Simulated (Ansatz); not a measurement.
Consider the atomization: `B[CH2][Zn][CH3]` → B• + 2 C• + 7 H• + Zn (atom).

Gas-phase electronic energies from Ansatz, PBE0-D4/def2-TZVP geometries. CBS: MP2 limit from def2 TZ/QZ plus the TZ coupled-cluster correction, frozen cores. This one scheme is used for every species, atoms too. DFT in def2-TZVPP. B3LYP here is the variant with VWN-RPA as its local correlation; programs differ in this. No spin–orbit coupling; open shells (•) take unrestricted orbitals. Spin–orbit coupling would lower the free atoms: a little for B, C. For Zn outer-core shells are correlated without core-valence functions, so the limit isn't a true one: a few kJ/mol of doubt a bond, and 10 to 20 or more in all where bonds break to atoms. Scalar relativity is left out up to krypton. Each species was taken in one conformer, which may not be the lowest.

```json
{"level": "PBE-D4", "ΔE (kJ/mol)": "3775.9"}
{"level": "B3LYP", "ΔE (kJ/mol)": "3698.7"}
```

Problem. What does CCSD(T)/CBS give? (Estimate.)

Solution. The calculation gave: +3719.9 kJ/mol. The listed levels differ from it by 56.0, -21.2 kJ/mol.

Largest T1 diagnostic among the species: 0.017.

From PBE to PBE0 (25 % exact exchange), in def2-TZVPP and without D4, ΔE moves by −23.5 kJ/mol: exact exchange takes away binding that semilocal exchange gives to molecules. In def2-TZVPP, CCSD(T) changes the Hartree–Fock value by +791.6 kJ/mol (the triples alone add +42.6 kJ/mol) and MP2 by +835.7 kJ/mol; breaking electron pairs costs correlation energy, which Hartree–Fock lacks. The D4 term adds +26.7 kJ/mol with B3LYP and +13.9 kJ/mol with PBE0; it sums over pairs of atoms, weighted by their polarisabilities, and B3LYP, whose exchange is more repulsive, gets the larger term.

For atomizations the MP2-based limit and the directly extrapolated one differ by several kJ/mol either way, and by 10 to 25 for some Ge, Se and Sn compounds, so smaller differences from it don't rank the levels.
